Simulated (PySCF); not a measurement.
F$_{5}$Si$_{2}$, doublet, at a GFN2-xTB geometry; B3LYP/STO-3G run with PySCF.

PySCF was given this input:
```python
from pyscf import gto, scf, dft

mol = gto.Mole()
mol.atom = '''
    F     1.920713   -1.454940   -0.001591
    Si    1.291205   -0.046217   -0.455002
    F     2.178933    0.903636    0.491614
    Si   -0.897951    0.087240    0.052931
    F    -1.646588   -0.121274    1.442026
    F    -1.399089    1.521972   -0.398691
    F    -1.665696   -0.913209   -0.907916
'''
mol.basis = 'sto-3g'
mol.charge = 0
mol.spin = 1
mol.verbose = 4
mol.build()

mf = dft.UKS(mol)
mf.xc = 'b3lyp'
mf.small_rho_cutoff = 0
mf.kernel()
mf.analyze()
```

Problem. What does PySCF print? Leave out banner, timings and long lists.

Solution. 
```
PySCF version 2.14.0

[INPUT] verbose = 4
[INPUT] num. atoms = 7
[INPUT] num. electrons = 73
[INPUT] charge = 0
[INPUT] spin (= nelec alpha-beta = 2S) = 1
[INPUT] symmetry False subgroup None
[INPUT] Mole.unit = angstrom
[INPUT] Symbol           X                Y                Z      unit          X                Y                Z       unit  Magmom
[INPUT]  1 F      1.920713000000  -1.454940000000  -0.001591000000 AA    3.629621533892  -2.749438127675  -0.003006554264 Bohr   0.0
[INPUT]  2 Si     1.291205000000  -0.046217000000  -0.455002000000 AA    2.440023820669  -0.087337472299  -0.859829166129 Bohr   0.0
[INPUT]  3 F      2.178933000000   0.903636000000   0.491614000000 AA    4.117586613777   1.707624556297   0.929015819002 Bohr   0.0
[INPUT]  4 Si    -0.897951000000   0.087240000000   0.052931000000 AA   -1.696881463279   0.164859707107   0.100025093499 Bohr   0.0
[INPUT]  5 F     -1.646588000000  -0.121274000000   1.442026000000 AA   -3.111600359995  -0.229174646031   2.725034204502 Bohr   0.0
[INPUT]  6 F     -1.399089000000   1.521972000000  -0.398691000000 AA   -2.643895033892   2.876110249257  -0.753416798329 Bohr   0.0
[INPUT]  7 F     -1.665696000000  -0.913209000000  -0.907916000000 AA   -3.147709246784  -1.725714904488  -1.715712584111 Bohr   0.0

nuclear repulsion = 490.8851360587
number of shells = 25
number of NR pGTOs = 129
number of NR cGTOs = 43
basis = sto-3g
ecp = {}

******** <class 'pyscf.dft.uks.UKS'> ********
method = UKS
initial guess = minao
damping factor = 0
level_shift factor = 0
DIIS = <class 'pyscf.scf.diis.CDIIS'>
diis_start_cycle = 1
diis_space = 8
diis_damp = 0
SCF conv_tol = 1e-09
SCF conv_tol_grad = None
SCF max_cycles = 50
direct_scf = True
direct_scf_tol = 1e-13
number electrons alpha = 37  beta = 36
XC library pyscf.dft.libxc version 7.1.2
    S. Lehtola, C. Steigemann, M. J. T. Oliveira, and M. A. L. Marques,  SoftwareX 7, 1–5 (2018)
XC functionals = b3lyp
    P. J. Stephens, F. J. Devlin, C. F. Chabalowski, and M. J. Frisch,  J. Phys. Chem. 98, 11623 (1994)
radial grids:
    Treutler-Ahlrichs [JCP 102, 346 (1995); DOI:10.1063/1.469408] (M4) radial grids

becke partition: Becke, JCP 88, 2547 (1988); DOI:10.1063/1.454033
pruning grids: <function nwchem_prune>
grids dens level: 3
symmetrized grids: False
atomic radii adjust function: <function treutler_atomic_radii_adjust>
small_rho_cutoff = 0
Set gradient conv threshold to 3.16228e-05
tot grids = 109672
init E= -1064.70760187434

cycle= 1 E= -1063.90690681121  delta_E= 0.801  |g|= 0.599  |ddm|= 2.45
cycle= 2 E= -1063.62025408349  delta_E= 0.287  |g|= 0.937  |ddm|= 2.47
cycle= 3 E= -1064.23486710665  delta_E= -0.615  |g|= 0.0738  |ddm|= 1.46
cycle= 4 E= -1064.23849374309  delta_E= -0.00363  |g|= 0.0327  |ddm|= 0.182
cycle= 5 E= -1064.23935136554  delta_E= -0.000858  |g|= 0.00505  |ddm|= 0.0579
cycle= 6 E= -1064.23937245801  delta_E= -2.11e-05  |g|= 0.00163  |ddm|= 0.0121
cycle= 7 E= -1064.23937588415  delta_E= -3.43e-06  |g|= 0.000259  |ddm|= 0.00543
cycle= 8 E= -1064.23937600496  delta_E= -1.21e-07  |g|= 7.81e-05  |ddm|= 0.00124
cycle= 9 E= -1064.2393760172  delta_E= -1.22e-08  |g|= 1.81e-05  |ddm|= 0.000404
cycle= 10 E= -1064.23937601764  delta_E= -4.45e-10  |g|= 1.13e-05  |ddm|= 7.46e-05
Extra cycle  E= -1064.23937601747  delta_E= 1.71e-10  |g|= 1.85e-05  |ddm|= 5.1e-05
converged SCF energy = -1064.23937601747  <S^2> = 0.75194211  2S+1 = 2.0019412
**** SCF Summaries ****
Total Energy =                       -1064.239376017471614
Nuclear Repulsion Energy =             490.885136058699800
One-electron Energy =                -2470.462122743083000
Two-electron Energy =                  915.337610666911473
Two-electron Coulomb Energy =         1010.490217212301218
DFT Exchange-Correlation Energy =      -95.152606545389716
**** MO energy ****
                             alpha | beta                alpha | beta
MO #1   energy= -65.4180310556066  | -65.4171218494505  occ= 1 | 1
MO #2   energy= -65.3423086549108  | -65.339070249135   occ= 1 | 1
MO #3   energy= -24.3181373819827  | -24.3155192321469  occ= 1 | 1
MO #4   energy= -24.3177967862976  | -24.3151839148723  occ= 1 | 1
MO #5   energy= -24.299680094986   | -24.2982306292073  occ= 1 | 1
MO #6   energy= -24.2826994922925  | -24.2822577134164  occ= 1 | 1
MO #7   energy= -24.2824184511429  | -24.2819773612988  occ= 1 | 1
MO #8   energy= -5.15281677413657  | -5.15147335846473  occ= 1 | 1
MO #9   energy= -5.08983726414528  | -5.08519369493509  occ= 1 | 1
MO #10  energy= -3.45363434550324  | -3.45283206788282  occ= 1 | 1
MO #11  energy= -3.45307120897267  | -3.45230094874812  occ= 1 | 1
MO #12  energy= -3.45252983652721  | -3.45015190505731  occ= 1 | 1
MO #13  energy= -3.3895941908659   | -3.38702274836661  occ= 1 | 1
MO #14  energy= -3.38946573045789  | -3.38669011129115  occ= 1 | 1
MO #15  energy= -3.38765050778352  | -3.37738983182462  occ= 1 | 1
MO #16  energy= -1.08746557381641  | -1.08369903638989  occ= 1 | 1
MO #17  energy= -1.08525593214808  | -1.0755336179781   occ= 1 | 1
MO #18  energy= -1.0556532770262   | -1.04495471741849  occ= 1 | 1
MO #19  energy= -1.0470566039771   | -1.04279724821224  occ= 1 | 1
MO #20  energy= -1.0418716668577   | -1.03997097781295  occ= 1 | 1
MO #21  energy= -0.483558326624864 | -0.47055881890014  occ= 1 | 1
MO #22  energy= -0.392476733498488 | -0.383304512911688 occ= 1 | 1
MO #23  energy= -0.333422959638695 | -0.326121229364758 occ= 1 | 1
MO #24  energy= -0.317361695148964 | -0.311872706296364 occ= 1 | 1
MO #25  energy= -0.316530183541468 | -0.308298324738138 occ= 1 | 1
MO #26  energy= -0.300896035694715 | -0.291541156972571 occ= 1 | 1
MO #27  energy= -0.279754553765282 | -0.251074993182427 occ= 1 | 1
MO #28  energy= -0.24392322803985  | -0.237915679201252 occ= 1 | 1
MO #29  energy= -0.218816965752212 | -0.201544469301649 occ= 1 | 1
MO #30  energy= -0.203997326420755 | -0.199009775086835 occ= 1 | 1
MO #31  energy= -0.203213263318747 | -0.196015167990305 occ= 1 | 1
MO #32  energy= -0.202500499359087 | -0.193537200597819 occ= 1 | 1
MO #33  energy= -0.194283088537356 | -0.191970368978784 occ= 1 | 1
MO #34  energy= -0.189025362093217 | -0.187079110232478 occ= 1 | 1
MO #35  energy= -0.183423796419411 | -0.182323245661283 occ= 1 | 1
MO #36  energy= -0.170577351847238 | -0.157565077866554 occ= 1 | 1
MO #37  energy= -0.0811263642244761 | 0.014016289040828  occ= 1 | 0
MO #38  energy= 0.215941289453208  | 0.234024248369645  occ= 0 | 0
MO #39  energy= 0.220607488478529  | 0.236829617301844  occ= 0 | 0
MO #40  energy= 0.276127154006041  | 0.283365257424361  occ= 0 | 0
MO #41  energy= 0.381659287414161  | 0.393385340240357  occ= 0 | 0
MO #42  energy= 0.39624305734002   | 0.401767568405375  occ= 0 | 0
MO #43  energy= 0.429975769826442  | 0.440602120110957  occ= 0 | 0

To work with the spin densities directly, `use mulliken_meta_spin()` only printing them here.

 ** Mulliken spin pop alpha/beta on meta-lowdin orthogonal AOs **
 ** Mulliken Spin Density (per AO)  **
spin_pop of  0 F 1s        0.00000
spin_pop of  0 F 2s        0.00089
spin_pop of  0 F 2px      -0.00225
spin_pop of  0 F 2py       0.00741
spin_pop of  0 F 2pz       0.12119
spin_pop of  1 Si 1s        0.00000
spin_pop of  1 Si 2s        0.00001
spin_pop of  1 Si 3s        0.14990
spin_pop of  1 Si 2px      -0.00003
spin_pop of  1 Si 2py      -0.00001
spin_pop of  1 Si 2pz       0.00022
spin_pop of  1 Si 3px       0.01075
spin_pop of  1 Si 3py       0.00969
spin_pop of  1 Si 3pz       0.35514
spin_pop of  2 F 1s        0.00000
spin_pop of  2 F 2s        0.00089
spin_pop of  2 F 2px      -0.00422
spin_pop of  2 F 2py      -0.00175
spin_pop of  2 F 2pz       0.13232
spin_pop of  3 Si 1s        0.00000
spin_pop of  3 Si 2s        0.00000
spin_pop of  3 Si 3s        0.05065
spin_pop of  3 Si 2px       0.00009
spin_pop of  3 Si 2py      -0.00001
spin_pop of  3 Si 2pz      -0.00001
spin_pop of  3 Si 3px       0.05809
spin_pop of  3 Si 3py       0.00129
spin_pop of  3 Si 3pz       0.00061
spin_pop of  4 F 1s        0.00000
spin_pop of  4 F 2s        0.00025
spin_pop of  4 F 2px       0.06121
spin_pop of  4 F 2py      -0.00053
spin_pop of  4 F 2pz       0.00661
spin_pop of  5 F 1s        0.00000
spin_pop of  5 F 2s        0.00006
spin_pop of  5 F 2px       0.01858
spin_pop of  5 F 2py      -0.00013
spin_pop of  5 F 2pz       0.00228
spin_pop of  6 F 1s        0.00000
spin_pop of  6 F 2s        0.00006
spin_pop of  6 F 2px       0.01886
spin_pop of  6 F 2py      -0.00083
spin_pop of  6 F 2pz       0.00270
 ** Mulliken Spin Density (per atom)  **
spin density of  0 F =      0.12724
spin density of  1 Si =      0.52568
spin density of  2 F =      0.12724
spin density of  3 Si =      0.11074
spin density of  4 F =      0.06754
spin density of  5 F =      0.02078
spin density of  6 F =      0.02078
 ** Mulliken pop alpha/beta on meta-lowdin orthogonal AOs **
 ** Mulliken pop       alpha | beta **
In total            37.00000 | 36.00000
 ** Mulliken atomic charges   ( Nelec_alpha | Nelec_beta ) **
charge of  0F =     -0.16546  (     4.64635      4.51911 )
charge of  1Si =      0.34567  (     7.09000      6.56433 )
charge of  2F =     -0.16543  (     4.64634      4.51910 )
charge of  3Si =      0.61032  (     6.75021      6.63947 )
charge of  4F =     -0.19470  (     4.63112      4.56358 )
charge of  5F =     -0.21519  (     4.61799      4.59720 )
charge of  6F =     -0.21520  (     4.61799      4.59721 )
Dipole moment(X, Y, Z, Debye):  0.90937, -0.02423, -0.35932
```
